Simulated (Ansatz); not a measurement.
| atom | x (Å) | y (Å) | z (Å) |
| --- | --- | --- | --- |
| N | 0.0402 | -0.0214 | -0.5954 |
| N | 0.0352 | 0.0049 | 0.6510 |
| H | -0.0212 | 0.9840 | -0.8704 |
| H | 0.0364 | -0.9629 | 0.9042 |

Basis set: cc-pVDZ (spherical functions). Correlated methods keep 2 orbitals frozen. Charge 0, multiplicity 1.

Computed with Ansatz (development build ahead of 0.2.0); each method stands on the lowest determinant of its kind that the runs found. Restricted open shells among the atoms or ions are ROHF, correlated in semicanonical orbitals with singles.

The atomization energy at this shape (free ground-state atoms in the same class of orbitals less the molecule, no zero-point energy) of singlet N2H2:

```
method  atomization energy
   RHF     144.13 kcal/mol
```

Question: What does RHF-MP2 give?

Answer: 259.77 kcal/mol.
